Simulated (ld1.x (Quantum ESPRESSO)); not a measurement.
## Varying the RRKJ potential for Os (Z = 76)

Base potential:

```
Element                 : osmium
Generator               : ld1.x (Quantum ESPRESSO) 7.5
Type                    : norm-conserving RRKJ (Kleinman–Bylander form)
Functional              : PBE
Relativity              : scalar-relativistic
Frozen core             : [Kr] 4d10 4f14
Valence charge          : 16
Reference configuration : 5s2 5p6 5d6 6s0 6p0 (charge +2)
Partial waves           : 5p (bound): rc 1.75 bohr; 5d (bound): rc 1.80 bohr; 5s (bound): rc 1.00 bohr
Local potential         : the s channel
Core correction         : a·sin(br)/r model core, default radius (core density twice the valence density)
```

Cutoffs, loose and tight: the cutoffs (Ry, on a coarse ladder) from which the occupation-weighted sum of valence levels, in a spherical-Bessel basis at the reference potential, stays within 10 and 1 mRy of its value at 400 Ry. They do not see the model core or the augmentation charge, which bear on the density cutoff. Test errors are all-electron minus pseudo excitation energies from the reference, over the configurations 5s2 5p6 5d6 6s2 6p0; 5s2 5p6 5d6 6s1 6p0; 5s2 5p6 5d5 6s0 6p0; 5s2 5p6 5d6 6s0 6p2; 5s2 5p6 5d4 6s0 6p0; 5s2 5p6 5d5 6s2 6p1; 5s2 5p6 5d6 6s1 6p1. A dash means not determined; rows that change the core or the reference have their own tests. The largest error is taken over the tests solved by every variant that gives reliable tests at all: 5s2 5p6 5d4 6s0 6p0; 5s2 5p6 5d5 6s0 6p0; 5s2 5p6 5d6 6s0 6p2.

A true bound ghost makes a file unfit for plane-wave use even where its test errors are small: the radial tests pick states by their node count and pass the ghost by. Where a test does run into it, the solver fails or the error is huge.

Cutoffs are not given where the Bessel-basis levels miss the radial ones by over 6 mRy, ghosts where they miss by over 20 mRy; a channel whose overlap is not positive is not tested.

| change | outcome | cutoff, loose | cutoff, tight | bound ghosts | largest test error (meV) |
| --- | --- | --- | --- | --- | --- |
| base | generated | 120 Ry | 230 Ry | none | +120 |
| wave 5s (bound): rc 1.00 bohr becomes 5s (bound): rc 0.72 bohr | generated | – | – | p, s (extra level of the local part) | +33 |
| wave 5s (bound): rc 1.00 bohr becomes 5s (bound): rc 0.98 bohr | generated | 120 Ry | 230 Ry | none | +120 |
| wave 5s (bound): rc 1.00 bohr becomes 5s (bound): rc 1.18 bohr | generated | 110 Ry | 180 Ry | none | +126 |
| wave 5s (bound): rc 1.00 bohr becomes 5s (bound): rc 1.36 bohr | generated | 80 Ry | 140 Ry | none | +149 |
| wave 5s (bound): rc 1.00 bohr becomes 5s (bound): rc 1.50 bohr | generated | 70 Ry | 110 Ry | none | +158 |

**Question.** What comes out with this change to the base: wave 5s (bound): rc 1.00 bohr becomes 5s (bound): rc 0.86 bohr?

**Answer.** outcome: generated; cutoff, loose: 230 Ry; cutoff, tight: over 300 Ry; bound ghosts: none; largest test error (meV): +109.

Reading the sweep of the s radius (base included, trends over the rows without a ghost): The loose cutoff falls from 230 Ry at 0.86 to 70 Ry at 1.5 bohr. A larger radius leaves more room for a smooth pseudo-wave, so fewer plane waves are needed; a smaller one forces it to follow the all-electron wave where it bends sharply. The median size of the test errors (rows with all tests solved) is not monotonic: lowest 125.3 meV at 1 bohr, highest 1456.8 meV at 1.5 bohr. Bound ghosts are found at 0.72 bohr.
